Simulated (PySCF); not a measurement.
CH$_{6}$MgOSi (SMILES [CH3][Mg][O][SiH3]), singlet, at a GFN2-xTB geometry (such geometries of metal compounds can be far from the true shape).

The PySCF input:
```python
from pyscf import gto, scf, mcscf
import numpy

mol = gto.Mole()
mol.atom = '''
    Mg   -0.34070015    0.10170999    1.30983626
    C    -1.82295132    1.50203206    1.71507861
    H    -2.50855082    1.15597099    2.48058177
    H    -2.35754365    1.65362157    0.78154807
    H    -1.36841425    2.43702297    2.02776848
    O     0.37362159   -0.31996842   -0.25504715
    Si    1.03905926   -0.73722157   -1.64782926
    H     0.03058579   -1.41998839   -2.48027717
    H     2.16670806   -1.65102250   -1.37299012
    H     1.52752203    0.47253235   -2.33515085
'''
mol.basis = 'sto-3g'
mol.verbose = 4
mol.build()

mf = scf.RHF(mol)
mf.kernel()
mc = mcscf.CASSCF(mf, 9, 8)
mc.fix_spin_(ss=0.0)
mc.kernel()
occ = numpy.linalg.eigvalsh(mc.fcisolver.make_rdm1(mc.ci, mc.ncas, mc.nelecas))[::-1]
ss = mc.fcisolver.spin_square(mc.ci, mc.ncas, mc.nelecas)[0]
print('natural occupations', occ.round(4), ' <S^2>', round(ss, 4))
```

What is the computed number of basis functions (CASSCF(8,9)/STO-3G (PySCF))?

34

What SCF-reference Mulliken (on the basis functions themselves) charges in atom order does CASSCF(8,9)/STO-3G give?

Mg1 0.97, C2 -0.43, H3 -0.01, H4 0.00, H5 -0.01, O6 -0.73, Si7 0.83, H8 -0.21, H9 -0.21, H10 -0.20

Estimate the SCF-reference HOMO-LUMO gap that CASSCF(8,9)/STO-3G returns for this input.

14.68 eV

Predict the SCF-reference dipole moment from CASSCF(8,9)/STO-3G.

4.40 D

Give the natural occupations of the active orbitals at the level CASSCF(8,9)/STO-3G.

1.99, 1.99, 1.98, 1.97, 0.03, 0.02, 0.01, 0.01, 0.00
